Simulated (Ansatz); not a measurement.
## A ladder of methods for SnH3O (SMILES [OH][SnH2])

SnH3O has 5 atoms, charge 0, and is taken as a doublet. As SMILES, `[OH][SnH2]`. The shape is that of a PBE0-D4/def2-TZVP optimisation. This is one conformer, not always the lowest.

Quantity: the electronic atomisation energy, in eV. The values are calculated. Electronic energies at fixed atoms, without zero-point motion or spin-orbit coupling.

| level | kind | program | value (eV) | less FCI/STO-3G | CPU time (all runs) |
| --- | --- | --- | --- | --- | --- |
| U-revPBE/STO-3G | GGA | Ansatz | 16.74 | +2.95 | 4.6 s |
| UPBE/STO-3G | GGA | Ansatz | 17.25 | +3.46 | 4.3 s |
| UB3LYP/STO-3G | global hybrid | Ansatz | 16.89 | +3.10 | 4.8 s |
| UBHLYP/STO-3G | global hybrid | Ansatz | 15.89 | +2.10 | 4.3 s |
| UPBE0/STO-3G | global hybrid | Ansatz | 16.39 | +2.60 | 4.2 s |
| U-wB97M-V/STO-3G | range-separated hybrid | Ansatz | 17.27 | +3.48 | 45 s |
| U-wB97X/STO-3G | range-separated hybrid | Ansatz | 16.40 | +2.61 | 20 s |
| UCCSD/STO-3G | coupled cluster or CI | Ansatz | 13.71 | -0.08 | 1.1 s |
| FCI/STO-3G | exact in the basis | Ansatz | 13.79 | 0.00 | 58 s |

FCI/STO-3G is exact within its basis and frozen core, so for wave-function methods in that basis the difference is their error; functionals converge differently with the basis, so for them it is only a difference. All-electron rows without a relativistic Hamiltonian named are non-relativistic. The values span 13.71 to 17.27 eV. All rows use very small basis sets, so none should be taken for the real molecule's value. In the correlated wave-function rows the outer d shell of Sn is correlated, in sets not made for it. In so small a basis fixed costs decide the times, and correlated methods can beat functionals. CPU times are rough (shared hosts, several kinds of processor and program).
